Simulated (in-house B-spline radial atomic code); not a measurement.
The numbers below are computed, except where a source is named.
# Weak and strong correlation along the adiabatic connection

Two-electron singlets in several external potentials (atomic units), by full CI in B-splines with partial waves to l = 8 (correlation energies up to 0.6 % small). The repulsion is scaled by λ at fixed density; W(λ) is the mean repulsion less the Hartree energy, W(0) = E_x, and the area under W from 0 to 1 is E_xc.

Relative drop (W(λ) − E_x)/E_x:

| system | λ = 0.12 | λ = 0.25 | λ = 0.4 | λ = 0.6 | λ = 0.8 | λ = 1 |
| --- | --- | --- | --- | --- | --- | --- |
| −V exp(−r²/w²), V = 1.7, w = 8.55 | 0.0360 | 0.0685 | 0.0992 | 0.1318 | 0.1574 | 0.1781 |
| −Z/r, Z = 1.5 | 0.0162 | 0.0324 | 0.0496 | 0.0702 | 0.0886 | 0.1050 |
| ω²r²/2 − Z/r, ω = 0.624, Z = -1 | 0.0271 | 0.0529 | 0.0787 | 0.1079 | 0.1321 | 0.1524 |
| −Z exp(−kr)/r, Z = 8.77, k = 3.31 | 0.0024 | 0.0050 | 0.0080 | 0.0119 | 0.0157 | 0.0194 |
| ω²r²/2 − Z/r, ω = 0.165, Z = 2 | 0.0108 | 0.0218 | 0.0338 | 0.0487 | 0.0625 | 0.0753 |
| −Z exp(−kr)/r, Z = 4.13, k = 1.75 | 0.0059 | 0.0122 | 0.0192 | 0.0281 | 0.0367 | 0.0449 |

(1) Order the systems by how far second-order (GL2) theory, half the initial slope (estimated from the first points of each curve), overshoots the correlation energy, least first.
A. ω²r²/2 − Z/r, ω = 0.165, Z = 2
B. ω²r²/2 − Z/r, ω = 0.624, Z = -1
C. −Z exp(−kr)/r, Z = 8.77, k = 3.31
D. −Z/r, Z = 1.5
E. −V exp(−r²/w²), V = 1.7, w = 8.55
F. −Z exp(−kr)/r, Z = 4.13, k = 1.75

(2) What else changes along this order?

Answers

(1) C (GL2/E_c = 1.03), F (GL2/E_c = 1.08), A (GL2/E_c = 1.15), D (GL2/E_c = 1.22), B (GL2/E_c = 1.36), E (GL2/E_c = 1.53).

(2) The ratio follows the bend of the curve. With it the leading natural occupation goes from 1.999 to 1.892 and −T_c/E_c from 0.97 to 0.65 between the first and the last.
